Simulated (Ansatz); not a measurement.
Relaxation of CH8Al2Ge (12 atoms, charge 0, multiplicity 1), to a largest force component of 0.015 eV/Å in at most 40 steps.

Method: Ansatz, RKS BHLYP/def2-SVP.

```xyz
12
Properties=species:S:1:pos:R:3:forces:R:3
Al -0.973 1.607 -0.132 -0.65 1.14 -0.31
C 0.414 0.335 0.260 0.62 -0.17 0.43
Al -0.210 -0.846 1.732 0.58 0.63 0.59
Ge 0.854 -0.725 -1.323 -1.61 -0.61 0.23
H -1.683 1.678 -1.613 0.35 -0.13 0.72
H -1.524 2.670 0.991 0.29 -0.53 -0.50
H 1.366 0.878 0.566 -1.17 -0.41 0.08
H -0.259 -2.405 1.503 -0.14 0.03 -0.01
H -0.550 -0.200 3.205 0.09 -0.37 -0.76
H 1.242 0.191 -2.452 0.28 0.17 -0.50
H -0.518 -1.488 -1.719 1.11 0.46 0.15
H 1.917 -1.752 -0.984 0.27 -0.20 -0.13
```

Question: Where does it end, and by what steps?

Answer: It converged. The force dipped under the threshold on the way, but the program's further checks kept it going. After 11 steps the energy has fallen by 0.381 eV; H6 moved furthest, 0.87 Å.

```
step  energy less start (eV)  largest force component (eV/Å)  accepted
   0                  0.0000                           1.614       yes
   1                 -0.2598                           0.417       yes
   2                 -0.3060                           0.189       yes
   3                 -0.3365                           0.182       yes
   4                 -0.3552                           0.254       yes
   5                 -0.3682                           0.126       yes
   6                 -0.3770                           0.028       yes
   7                 -0.3775                           0.114       yes
   8                 -0.3787                           0.086       yes
   9                 -0.3802                           0.008       yes
  10                 -0.3806                           0.013       yes
  11                 -0.3807                           0.014       yes
```

```xyz
12
Properties=species:S:1:pos:R:3
Al -1.091 1.617 -0.204
C 0.247 0.313 0.316
Al -0.238 -0.926 1.727
Ge 0.917 -0.656 -1.258
H -2.234 1.229 -1.220
H -1.035 3.074 0.399
H 1.064 0.913 0.743
H -1.055 -2.236 1.397
H 0.186 -0.616 3.216
H 1.429 0.319 -2.332
H -0.200 -1.508 -1.868
H 2.087 -1.580 -0.881
```

Run time: 36 s on 2 threads of AMD EPYC 9B14 (Zen 4), on a shared host, peak memory 0.33 GiB.
